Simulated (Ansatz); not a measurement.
Two isomers of C2H8B2: A = `CBBC`, B = `BC(B)C`.

Calculated with Ansatz (gas phase, PBE0-D4/def2-TZVP geometries, no zero-point term in ΔE). CBS: MP2 limit from def2 TZ/QZ plus the TZ coupled-cluster correction, frozen cores. Functionals use def2-TZVPP. B3LYP here is the variant with VWN-RPA as its local correlation; programs differ in this. Each species was taken in one conformer, which may not be the lowest.

Q: Which isomer does CCSD(T)/CBS put lower? Give the gap. (An estimate is asked.)

A: Ansatz gave: A, by 27.6 kJ/mol.

Q: Give E(B) − E(A) in kJ/mol with B3LYP-D4, B2PLYP, BLYP-D4, CCSD/def2-TZVPP, PBE0-D4, CCSD(T)/def2-TZVPP, HF/def2-TZVPP. (Best estimate.)

A: Ansatz gave: B3LYP-D4 35.6, B2PLYP 32.1, BLYP-D4 37.3, CCSD/def2-TZVPP 27.9, PBE0-D4 36.6, CCSD(T)/def2-TZVPP 26.3, HF/def2-TZVPP 29.3. None reverses the order clearly.

Q: Does the order hold for the free energy at 298.15 K (harmonic terms from PBE0-D4)? (Best estimate.)

A: The calculation gave: Yes: G(B) − G(A) = +26.4 kJ/mol, for one conformer each.

Largest T1 diagnostic: 0.011.

From PBE to PBE0 (25 % exact exchange), in def2-TZVPP and without D4, E(B) − E(A) moves by −3.9 kJ/mol. Leaving LDA and LC-ωPBE aside and taking each functional with its dispersion term where it has one, the values, not all of them listed here, spread over 17.6 kJ/mol, from ωB97M-V to B97M-V. LDA lies −6.0 kJ/mol from PBE without D4.
